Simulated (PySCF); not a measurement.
## Basis-set dependence of the excitation energy of Ta

Ta [Xe] 4f14 5d3 6s2 (4F) → Ta [Xe] 4f14 5d3 6s1 7s1 (6F). All values are computed (PySCF 2.14, energy differences of UHF-based or UKS calculations, no spin-orbit coupling). Values in eV.

```csv
basis,Hamiltonian,functions,UHF,LDA,PBE0,MP2 (valence),CCSD(T) (valence)
def2-TZVPPD with the def2 core potential (60 electrons),ECP,59,5.331,6.269,5.948,6.232,6.439
aug-cc-pwCVDZ-PP with ECP60MDF,ECP,70,3.502,5.038,4.519,4.517,4.800
aug-cc-pVTZ-PP with ECP60MDF,ECP,88,3.490,5.039,4.514,4.604,4.868
"aug-cc-pVTZ-PP with one added diffuse shell each of s, p, d, f, g type with ECP60MDF",ECP,113,3.481,5.039,4.514,4.601,n/a
aug-cc-pwCVTZ-PP with ECP60MDF,ECP,122,3.485,5.027,4.508,4.600,n/a
```

Frozen outside the core potential: valence: 5s2 5p6.

At UHF, def2-TZVPPD with the def2 core potential (60 electrons) lies more than 0.3 eV from the median of the rows with comparable relativity. Of these, def2-TZVPPD with the def2 core potential (60 electrons) has no diffuse functions of the l that the added or promoted electron needs.
